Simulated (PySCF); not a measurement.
Molecule: SMILES C1=CS[C]([GaH2])=C1, C₄H₅GaS.

Bonds (- single, = double, # triple, : aromatic): Ga1-C2 1.937 Å, C2:C3 1.387 Å, C3:C4 1.418 Å, C4:C5 1.375 Å, C5:S6 1.709 Å, S6:C2 1.729 Å. Ga1 carries H7, H8; C3 carries H9; C4 carries H10; C5 carries H11.

Geometry PBE0-D3(BJ)/def2-SVP throughout; GIAO in PySCF 2.14, gas phase, one conformer, non-relativistic; equivalent atoms averaged; functional PBE0.

Q: How do the absolute shieldings σ depend on the basis set? (a selection of nuclei; ppm; last column core-seconds on shared hosts with different chips, so compare them loosely)

A: 
```csv
basis set,functions,Ga1,C3,C5,C4,C2,S6,H7/H8,H11,H9,core-s
STO-3G,52,27772.8,116.6,120.2,136.8,226.0,450.7,21.81,33.62,44.93,6.7
6-31G,86,1637.1,63.4,60.5,77.0,48.0,329.8,25.69,24.90,24.73,9
6-31G*,116,1463.3,59.5,61.0,73.3,49.8,304.4,25.25,24.47,24.30,13
cc-pVDZ,126,1469.5,57.4,58.1,70.6,46.6,307.2,25.00,23.61,23.62,14
def2-SVP,131,1401.3,55.9,56.0,69.3,45.1,308.5,25.10,23.85,23.76,13
pcSseg-1,158,1227.7,37.8,40.0,51.4,30.5,230.2,25.27,23.51,23.47,18
def2-TZVP,239,1272.8,40.3,43.5,54.1,32.4,192.7,25.20,23.51,23.59,35
```

Q: Which nucleus among those listed moves most, in ppm?

A: Ga1 (Ga bonded to C, 2 H): from 1227.7 ppm with pcSseg-1 to 27772.8 ppm with STO-3G. The smallest spread is 3.88 ppm, at H7/H8. Proton shifts span only some 12 ppm, so a few tenths of a ppm matter as much there as several ppm in carbon.

Q: Taking the largest basis, def2-TZVP (239 functions), as the yardstick, rank the others by their worst heavy-atom deviation.

A: pcSseg-1 45.0 ppm (158 functions), def2-SVP 128.5 ppm (131 functions), 6-31G* 190.5 ppm (116 functions), cc-pVDZ 196.7 ppm (126 functions), 6-31G 364.4 ppm (86 functions), STO-3G 26500.0 ppm (52 functions).

Relativistic effects, spin–orbit coupling among them, are left out; they matter for Ga and for the light atoms bonded to it.

A small basis that lands close on one nucleus may do so by chance; judge by the trend and by all nuclei.
